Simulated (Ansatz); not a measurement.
Match the barriers

Saddle point of CH₉AsGe, closed shell (CH₆Ge ([CH3][GeH3]) + AsH₃ → GeAsH₅ ([GeH3][AsH2]) + CH₄; bonds formed: Ge1–As7, C2–H6; bonds broken: Ge1–C2, H6–As7), PBE0-D4/def2-TZVP structure:

Ge1  (-1.265, -0.463, 0.192)
C2  (0.194, 1.235, 0.474)
H3  (-1.850, -0.595, -1.215)
H4  (-1.073, -1.684, 1.092)
H5  (-2.222, 0.506, 0.975)
H6  (0.403, 0.055, -0.129)
As7  (1.074, -1.665, -1.116)
H8  (1.235, 1.396, 0.172)
H9  (0.126, 1.261, 1.561)
H10  (-0.437, 1.983, -0.003)
H11  (2.148, -1.490, -0.043)
H12  (1.666, -0.538, -1.960)
(Å)

Computed with Ansatz 0.2.0 (basis: def2-TZVPP, with def2-QZVPP for the basis limit); correlated methods freeze the cores. Filled d shells of the heavier atoms are correlated. The def2 sets are not built for correlating such inner shells, so the correlated values are less sure here. B3LYP uses VWN-RPA correlation. Extrapolation: Hartree–Fock as exp(−7.88 √X), correlation as X^−2.97. Four methods, as single points on the PBE0-D4 structures, gave these electronic barriers from the start structure: 2.420, 3.007, 3.089, 3.837 eV.

Task: The methods were, in alphabetical order, B3LYP-D4, HF, MP2, SPW92. Which gave which? (Judge from chemistry; the calculation decides.)

Result: The calculation gives: SPW92 2.420; B3LYP-D4 3.007; MP2 3.089; HF 3.837 eV. For comparison, CCSD(T) at an estimated basis limit (MP2 extrapolated from triple and quadruple zeta, plus CCSD(T) − MP2 in triple zeta) gives 3.086 eV.

T1 diagnostic: at most 0.013.

Labels in which every atom is bracketed show which atoms are joined, not bond orders.

For scale, one of the runs: CCSD(T)/def2-TZVPP, 253 basis functions, launched by `ansatz run in.yaml --threads 8 --pin off --events-out ev --progress --plain --max-ram 19148MiB`. The run took 2.7 min on 8 CPU threads of an Arm Neoverse V2 (shared host), with 5.7 GiB of host memory at its peak.
